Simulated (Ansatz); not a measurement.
The cluster Ag3H3⁺. Charge 1, multiplicity 2. Geometry B3LYP-D4/def2-TZVP; atoms count from 1.

Cartesian coordinates in Å:
```
Ag 0.082 0.803 -2.410
Ag -0.546 -0.816 2.918
Ag -0.128 -0.022 0.191
H 1.167 0.018 -1.227
H 0.590 -0.765 1.619
H -1.166 0.782 -1.091
```

In the def2 sets Ag takes a core potential; there is no spin–orbit coupling. No other spin state of charge 1 was run. Another isomer (doublet) lies 1.03 eV lower at PBE0-D4/def2-TZVP; other spin states weren't run for this one.

(1) Estimate the Mulliken populations from the PBE0/def2-TZVP orbitals of Ansatz.

(2) Where does the spin sit?

(3) And the Mayer bond orders between bonded heavy atoms (over 0.3)?

Results:

(1) 
```
atom  charge (e)  spin (α − β)  d electrons
 Ag1        0.35          0.12         9.83
 Ag2        0.39          0.04         9.92
 Ag3        0.19          0.12         9.80
  H4        0.03          0.40            –
  H5        0.03         -0.02            –
  H6        0.00          0.34            –
```
Mulliken values and Mayer orders depend strongly on the basis.

(2) Summed by element: Ag 0.28, H 0.72, of 1 unpaired in all. Largest on single atoms: H4 0.40, H6 0.34, Ag3 0.12.

(3) Ag1–Ag3 0.35 (2.74 Å); Ag2–Ag3 0.37 (2.87 Å).
